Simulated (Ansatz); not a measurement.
H₃ClO₂SSi, singlet, at a GFN2-xTB geometry, with bond 8-4 at 1.8 times its length; SC-NEVPT2/6-31G, CASSCF(2,3) (Ansatz, an electronic-structure program).

Input for Ansatz:
Ansatz 0.2 input:
```yaml
crystal:
  periodic: [false, false, false]
  atoms:
    - {symbol: O, position_ang: [0.05710761, -0.81059753, -1.63332814]}
    - {symbol: Si, position_ang: [0.03039560, -0.33345742, -0.09460735]}
    - {symbol: O, position_ang: [0.34591804, -1.62144003, 0.83152809]}
    - {symbol: S, position_ang: [1.57541490, 1.12882407, 0.16140566]}
    - {symbol: Cl, position_ang: [-1.78610166, 0.43367429, 0.35538332]}
    - {symbol: H, position_ang: [-0.12510957, -1.71511959, -1.87792569]}
    - {symbol: H, position_ang: [0.48558017, -1.54779019, 1.77192428]}
    - {symbol: H, position_ang: [0.80404376, 2.61407962, -1.53150888]}
basis:
  gaussian:
    orbitals: 6-31G
magnetization: {spin_polarized: false}
correlation: {method: sc_nevpt2, electrons: all, active_space: {window: {electrons: 2, orbitals: 3}}}
```

**Question.** Write the output that Ansatz gives for this input, abridged.

**Answer.** 
```
Functional definition: HF
666 factors; integrals over basis functions are off by at most 2.9e-4 eV
mean field evaluation 1: about -35294.5328 eV, gradient 4.3e1 eV
mean field evaluation 2: about -35294.5410 eV, gradient 4.3e1 eV
mean field evaluation 4: about -35298.9809 eV, gradient 2.4e0 eV
mean field evaluation 8: about -35299.0175 eV, gradient 5.2e-4 eV
mean field -35299.01745611 eV, -1297.2149649788 hartree, gradient 9.2e-6 eV, S^2 0.000000; 0 other end points of the search recorded, 0 dependent functions left out; unrestricted orbitals would lower it
reference -35299.01745611 eV, -1297.2149649788 hartree; 33, 33 occupied and 30, 30 virtual orbitals, 666 factors
state -35300.88610896 eV, -1297.2836367043 hartree
state -35300.88610896 eV, -1297.2836367043 hartree; corrected -35311.11175879 eV, -1297.6594224043 hartree
Total energy: -35311.11175879 eV, -1297.6594224043 hartree
```
